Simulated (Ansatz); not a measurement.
AuCl₂. Charge 0, multiplicity 2. Geometry relaxed at PBE0-D4/def2-TZVP.

```xyz
3

Au    0.0000    0.0000    0.0000
Cl    2.1555   -0.1359   -0.4259
Cl   -2.1554    0.1359    0.4259
```

In the def2 sets Au takes a core potential; there is no spin–orbit coupling. The relaxation made no stability test and no search for a lower SCF solution. The structure comes from a short search, and lower isomers may exist.

(1) Estimate the harmonic wavenumbers at UKS PBE0-D4/def2-TZVP (Ansatz, unscaled). Is this a minimum?

## Answers

(1) 68, 118, 373, 413 cm⁻¹. Yes, no mode is imaginary beyond noise. Zero-point energy 5.8 kJ/mol. Hardware: 4 threads of Arm Neoverse V1 on a shared host. Wall time 38 s.
